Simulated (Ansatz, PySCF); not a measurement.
C2H3Br, SMILES C=CBr. Atoms are numbered in the order given.

```xyz
6

C      0.3177    -2.0960     0.0000
C     -0.5206    -1.0781     0.0000
Br     0.0336     0.7195     0.0000
H      1.3922    -1.9638     0.0000
H     -0.0733    -3.1072     0.0000
H     -1.5976    -1.1801     0.0000
```

Coordinates come from a PBE0-D3(BJ)/def2-TZVP optimisation.

Two levels are set side by side: PBE-D3(BJ)/def2-TZVP (Ansatz, a first-principles code) and PBE0-D3(BJ)/def2-TZVP (Ansatz). Each level has its own optimised geometry; the coordinates shown are those of the second. Frequencies come from the Hessian of PySCF at each geometry. Differences are taken from unrounded values.

| quantity | PBE0-D3(BJ) | PBE-D3(BJ) | PBE-D3(BJ) minus PBE0-D3(BJ) |
|---|---|---|---|
| mean bond length (Å) | 1.290 | 1.299 | 0.010 |
| bond C1–C2 (Å) | 1.319 | 1.329 | 0.010 |
| bond C2–Br3 (Å) | 1.881 | 1.898 | 0.017 |
| bond C1–H4 (Å) | 1.083 | 1.090 | 0.007 |
| bond C1–H5 (Å) | 1.084 | 1.092 | 0.007 |
| bond C2–H6 (Å) | 1.082 | 1.089 | 0.007 |
| highest harmonic wavenumber (cm⁻¹) | 3261 | 3175 | -86 |
| mean harmonic wavenumber (cm⁻¹) | 1545 | 1493 | -52 |
| zero-point energy (kcal/mol) | 26.50 | 25.61 | -0.89 |

GGA bonds tend to be longer and softer than those of functionals with exact exchange. Differences between two approximate levels are no errors against the true value.
